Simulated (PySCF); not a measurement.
TDDFT excited states: AsP3S3

Species: AsP3SSS nortricyclane, AsP3S3.
Geometry (PBE0-D3(BJ)/def2-SVP, Å), atoms numbered from 1 in this order:
```xyz
7
AsP3S3 angstrom
As     1.3677   -0.6095    1.0988
S     -0.5192    0.2771    1.9483
P     -1.6491    0.7474    0.2497
P     -1.0617   -0.7945   -1.2934
S      0.3438   -2.0133   -0.3322
P     -0.1237    1.2620   -1.3382
S      1.7341    1.0288   -0.4016
```

Computed, not measured: TDDFT wB97X-D/def2-SVPD, vertical, gas phase, core orbitals frozen in the response (PySCF). The wB97X-D/def2-SVPD calculation is non-relativistic and has no spin–orbit coupling, an omission that weighs most on arsenic.

| state | E (eV) | λ (nm) | ν̃ (cm⁻¹) | f | \|μ\| (D) | symmetry | main configurations (H = HOMO, L = LUMO) |
| --- | --- | --- | --- | --- | --- | --- | --- |
| S1 | 3.87 | 320.5 | 31200 | 0.0011 | 0.28 | – | H-1/H→L (97%) |
| S2 | 3.87 | 320.2 | 31230 | 0.0011 | 0.28 | – | H-1/H→L (97%) |
| S3 | 4.53 | 274.0 | 36500 | 0.0000 | 0.00 | – | H-2→L (86%) |
| S4 | 4.81 | 258.0 | 38760 | 0.0000 | 0.00 | – | H-1/H→L+1/L+2 (≥82%) |
| S5 | 4.86 | 254.9 | 39230 | 0.0000 | 0.01 | – | H-1/H→L+1/L+2 (≥60%), H-1/H→L+3 (≥14%) |
| S6 | 4.87 | 254.8 | 39240 | 0.0000 | 0.01 | – | H-1/H→L+1/L+2 (≥60%), H-1/H→L+3 (≥13%) |
| S7 | 4.92 | 252.2 | 39660 | 0.0000 | 0.03 | – | H-3→L (97%) |
| S8 | 5.09 | 243.5 | 41070 | 0.0090 | 0.68 | A1 | H-1/H→L+1/L+2 (≥82%) |
| S9 | 5.13 | 241.8 | 41360 | 0.0002 | 0.09 | – | H-1/H→L+3 (≥64%), H-1/H→L+4 (≥19%) |
| S10 | 5.13 | 241.7 | 41380 | 0.0001 | 0.08 | – | H-1/H→L+3 (≥64%), H-1/H→L+4 (≥20%) |

Triplets (Tamm–Dancoff): T1 3.56 eV, H-1/H→L (≥94%); T2 3.57 eV, H-1/H→L (≥94%); T3 4.21 eV, H-2→L (76%).

The lowest singlet level (S1/S2) lies at 3.87 eV (321 nm, ultraviolet) and is very weak. The strongest level in the table is S8 at 5.09 eV (243 nm, f = 0.0090). S1/S2, S5/S6 and S9/S10 lie within about 0.01 eV of each other in each set; the point group C3v has degenerate representations, and within a degenerate level the listed configurations can mix freely. Löwdin shares by element: HOMO (one of a set within 0.03 eV) phosphorus 60%, sulfur 19% or more (atoms not listed hold the other 21%); LUMO sulfur 47%, phosphorus 16% or more (atoms not listed hold the other 37%). Orbital energies (eV): HOMO-3 -9.85, HOMO-2 -9.68, HOMO-1 -8.98, HOMO -8.98, LUMO -0.67, LUMO+1 0.10, LUMO+2 0.10. The listed states span 1.26 eV, and the widest gap between neighbours is 0.65 eV (S2 to S3). Weighted by f, the mean energy of these states is 4.85 eV. No computed singlet lies in the visible range (380 to 750 nm); the lowest, at 321 nm, stands 0.61 eV above its violet end (3.26 eV). All these states lie below the vertical ionisation energy of 9.03 eV (ΔSCF). Symmetry labels in C3v follow from the direction of the transition dipole and are given only for states with f of 0.002 or more. Orbitals of the list HOMO-3 to LUMO+2 that lie within 0.01 eV of each other are written together with a slash and their weights summed (≥ marks a lower bound); for degenerate orbitals outside that list single weights are arbitrary. The window holds the lowest 10 singlets.

One conformer stands for the species.
